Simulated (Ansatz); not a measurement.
Be₄Se₃⁺ (the lowest doublet isomer of a short search). Total charge 1; doublet. Geometry B3LYP-D4/def2-SVP, basis def2-TZVP, Ansatz.

```xyz
7

Be    0.3379   -0.5352    0.9851
Be    0.9634    1.0438   -0.6090
Be   -1.3097    0.8191    0.0489
Be   -0.2699   -0.8853   -1.2364
Se    0.1914    1.7163    1.2490
Se    1.7887   -0.9071   -0.7233
Se   -1.7018   -1.2516    0.2857
```

```csv
run,HOMO (eV),LUMO (eV)
A,-9.72,-8.10
B,-10.98,-7.03
C,-10.35,-7.77
D,-9.49,-8.50
E,-12.32,-4.69
F,-10.51,-7.49
```

The structure comes from a short search, and lower isomers may exist.

HOMO and LUMO are taken over both spins.

Task: The runs used BHLYP, HF, PBE, PBE0, r2SCAN, r2SCAN0. Estimate which is which.

Result: A r2SCAN (0 % exact exchange); B BHLYP (50 % exact exchange); C PBE0 (25 % exact exchange); D PBE (0 % exact exchange); E HF (100 % exact exchange); F r2SCAN0 (25 % exact exchange). Exact exchange lowers occupied and raises empty levels; among semilocal functionals meta-GGAs tend to open the gap a little, and such runs are hard to tell apart. The gap grows from 0.99 eV (PBE) to 7.63 eV (HF).
